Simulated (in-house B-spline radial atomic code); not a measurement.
Results of a calculation; reference values are marked as such.
**Cl in an electron gas of r_s = 3: phase shifts, screening, friction and resistivity**

A nucleus sits in a uniform electron gas with a rigid positive background. The Kohn-Sham equations are solved self-consistently in the spin-unpolarised LDA (PW92), non-relativistic, on B-splines with outgoing waves at the boundary and partial waves to l = 8. The model has no lattice, no bands and no magnetic solution. Atomic units; δ_l are the phase shifts at the Fermi level, counted so that each bound state adds π, and good to about 0.0005.

The density parameter is r_s = 3 bohr, near that of the valence electrons of Ag (1 per atom, density 10.5 g/cm³, mass 107.87 u, which gives r_s = 3.02).

```tsv
l	δ_l (rad)
0	8.3498
1	5.7202
2	0.2167
3	0.0160
4	0.0001
5	0.0001
6	0.0000
7	0.0002
8	0.0001
```

Bound levels below the band bottom (hartree): s -100, s -8.871, p -6.721, s -0.4967, p -0.08549.

Question: Check the Friedel sum rule, and say where the screening charge sits.

Answer: k_F = (9π/4)^(1/3)/r_s = 0.63972. The rule is Z = (2/π) Σ (2l + 1) δ_l. The terms are s 5.316, p 10.925, d 0.690, f 0.071 and 0.004 beyond, in all 17.006 against Z = 17. Bound states hold 6 s, 12 p, 0 d electrons, so the scattering states carry -0.99 in all; where a term is smaller than its bound count, the bound level has drawn weight out of the band.

Question: Find the transport cross section and the electronic stopping of a 1 keV Cl ion (mass 35.45 u).

Answer: σ_tr = (4π/k_F²) Σ (l + 1) sin²(δ_l − δ_(l+1)). The terms for l = 0 to 3 are 0.2400, 0.9886, 0.1192, 0.0010, all together 1.3488, so σ_tr = 30.707 × 1.3488 = 41.418 bohr². With n = 3/(4π r_s³) = 0.008842, the friction coefficient is Q = n k_F σ_tr = 0.2343. For v well below v_F = 0.640, dE/dx = Q v; with 24801 eV per u at v = 1, v = √(1000/(24801 × 35.45)) = 0.0337, so dE/dx = 0.00790 hartree/bohr = 4.06 eV/nm. The largest term couples the p and d waves.

Question: What residual resistivity would 1 atomic per cent of such centres give in Ag?

Answer: Δρ = k_F n_i σ_tr/n in atomic units of 21.74 μΩ·cm. With one host atom per 1 electron, n_i/n = 0.01/1, so Δρ = 0.6397 × 0.01000 × 41.418 × 21.74 = 5.76 μΩ·cm. This is an atom added to the gas, as on an interstitial site.

Question: On a substitutional site the background of one host ion, a sphere holding 1 charge, is taken out. The phase shifts for l = 0 to 4 become 8.1326, 5.5315, 0.0692, 0.0084, 0.0005. What follows?

Answer: The Friedel sum is now 16.01, for Z − 1 = 16. The sum in σ_tr is 1.3470, so σ_tr = 41.36 bohr² and Δρ = 5.75 μΩ·cm per atomic per cent, 1.00 times the value above. A real host ion scatters too, so this model doesn't give zero even for the host's own atom.
